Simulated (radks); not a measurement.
The numbers below are computed, except where a source is named.
The bismuth ion Bi+, configuration [Xe] 4f14 5d10 6s1.75 6p2.25 (fractional occupations, a model configuration).

Level of theory: Dirac Kohn-Sham, LDA (Slater exchange, Perdew-Wang correlation), spin-unpolarised, spherical densities, point nucleus; open shells are shared between the two j in proportion to 2j + 1 (a radial shooting solver on a logarithmic mesh with Libxc functionals).

Energy parts (eV):
part                       energy
total                  -586936.71
kinetic                 686440.67
electron-nucleus      -1487931.42
Hartree                 225077.42
exchange-correlation    -10523.38

Orbitals (lengths in bohr, moments of r in powers of bohr; r(90%) holds 90 % of the orbital's charge):
orbital  occ.  eigenvalue (eV)  r(90%)      <r>  small-component weight
1s1/2       2        -90460.70  0.0290  0.01579                1.01e-01
2s1/2       2        -16247.02   0.103  0.06579                2.32e-02
2p1/2       2        -15612.85  0.0903  0.05390                2.33e-02
2p3/2       4        -13295.09   0.102  0.06294                2.05e-02
3s1/2       2        -3927.410   0.252   0.1711                7.83e-03
3p1/2       2        -3640.611   0.244   0.1616                7.78e-03
3p3/2       4        -3121.753   0.267   0.1781                6.94e-03
3d3/2       4        -2650.918   0.240   0.1545                6.83e-03
3d5/2       6        -2540.859   0.247   0.1595                6.61e-03
4s1/2       2        -907.1989   0.541   0.3771                2.72e-03
4p1/2       2        -782.5883   0.549   0.3779                2.62e-03
4p3/2       4        -654.4605   0.598   0.4128                2.29e-03
4d3/2       4        -451.5856   0.620   0.4163                2.09e-03
4d5/2       6        -427.6747   0.636   0.4274                2.01e-03
5s1/2       2        -166.1192    1.18   0.8308                7.51e-04
4f5/2       6        -164.0803   0.694   0.4381                1.65e-03
4f7/2       8        -158.5855   0.703   0.4443                1.62e-03
5p1/2       2        -122.7631    1.27   0.8842                6.63e-04
5p3/2       4         -97.8534    1.41   0.9746                5.57e-04
5d3/2       4         -37.4659    1.81    1.208                3.66e-04
5d5/2       6         -34.4327    1.88    1.251                3.43e-04
6s1/2    1.75         -22.6519    3.07    2.115                1.24e-04
6p1/2    0.75         -13.6605    3.76    2.548                8.27e-05
6p3/2     1.5         -11.2693    4.23    2.866                6.48e-05
7s1/2       0          -4.9138    7.74    5.386                2.18e-05
6d3/2       0          -3.4084    7.67    5.054                1.94e-05
6d5/2       0          -3.2962    7.88    5.197                1.86e-05
7p1/2       0          -3.1167    9.91    6.820                1.46e-05
7p3/2       0          -2.7451    10.9    7.523                1.23e-05
5f5/2       0          -0.9750    20.9    13.45                1.92e-06
5f7/2       0          -0.9748    20.9    13.46                1.91e-06

The highest occupied level is 6p3/2 at -11.269 eV. The density falls to 0.001 e/bohr^3 at r = 4.36 bohr.
